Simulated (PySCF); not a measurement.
Cl₃FTi, SMILES [F][Ti]([Cl])([Cl])[Cl], multiplicity 1.

Coordinates come from a ωB97X-D3(BJ)/def2-SVP optimisation. The multiplicity is an assumed one; other spin states were not compared.

All values below come from PySCF with PBE/def2-TZVP.

Symmetry labels are those of the subgroup Cs that the program uses (full group C3v).

Computed valence orbital energies around the gap with their symmetry:
| orbital | symmetry | energy (eV) |
|---|---|---|
| HOMO−7 | A" | -9.79 |
| HOMO−6 | A' | -9.79 |
| HOMO−5 | A' | -9.30 |
| HOMO−4 | A" | -9.30 |
| HOMO−3 | A' | -9.06 |
| HOMO−2 | A" | -8.54 |
| HOMO−1 | A' | -8.54 |
| HOMO | A" | -8.27 |
| LUMO | A" | -4.39 |
| LUMO+1 | A' | -4.39 |
| LUMO+2 | A" | -3.53 |
| LUMO+3 | A' | -3.53 |
